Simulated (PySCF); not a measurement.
CrO2Cl2, SMILES [O]=[Cr](=[O])([Cl])[Cl], multiplicity 1. Atoms are numbered in the order given.

```xyz
5

Cr     0.0000     0.0000     0.3569
O      0.0000     1.2662     1.2624
O      0.0000    -1.2662     1.2624
Cl    -1.7573     0.0000    -0.8460
Cl     1.7573     0.0000    -0.8460
```
Charge 0, spin multiplicity 1.

The structure is a stationary point at PBE-D3(BJ)/def2-SVP. The spin state was assumed, not searched. The isomer is the one that the SMILES or the coordinates give; other isomers of the formula were not compared.

Computed with B3LYP/pcSseg-1 (PySCF).

GIAO shieldings, no solvent; atoms alike by connectivity are averaged. δ = σ(ref) − σ: ¹⁷O against H2O (σ = 333.8 ppm); ³⁵Cl against HCl (σ = 933.3 ppm), references at their B3LYP-D3(BJ)/def2-TZVP geometries, non-relativistic (without spin–orbit terms, shifts of atoms bonded to Cl or Br come out too high).

```
nucleus     atoms  count  δ (ppm)
-------  --------  -----  -------
¹⁷O        O2, O3      2   1665.1
³⁵Cl     Cl4, Cl5      2    907.4
```
